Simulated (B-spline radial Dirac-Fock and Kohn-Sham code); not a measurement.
Co: scattering cross sections and density moments

System: neutral cobalt, [Ar] 3d8 4s1 (not the ground configuration).

Level of theory: relativistic Hartree-Fock (Dirac-Fock) wave functions, averaged over the configuration; a radial finite-basis atomic code.

| Quantity | Value |
| --- | --- |
| Sum of ⟨r⟩ | 20.91 bohr |
| Sum of ⟨r²⟩ | 34.44 bohr² |
| Sum of ⟨1/r⟩ | 123.93 per bohr |
| Langevin diamagnetic susceptibility | -27.3 × 10⁻⁶ cm³/mol |
| Lamb shielding (α²/3)Σ⟨1/r⟩ | 2200 ppm |

Coherent scattering is the Thomson cross section weighted by f₀², without anomalous dispersion; incoherent scattering is Klein-Nishina weighted by S. The Lamb formula is the non-relativistic shielding expression. Electron correlation is left out.

```tsv
hν (keV)	coherent (b)	incoherent (b)	incoherent per electron (b)
1	458.9	0.6674	0.0247
8.0478	159.7	6.957	0.258
10	124.7	8.063	0.299
50	12.77	13.05	0.483
100	3.871	12.50	0.463
200	1.064	10.72	0.397
500	0.1790	7.760	0.287
1000	0.04521	5.690	0.211
```

Incoherent scattering overtakes coherent scattering between 10 and 50 keV.

Values without a named source are computed, but for edge energies of neutral atoms, which are taken from tables.
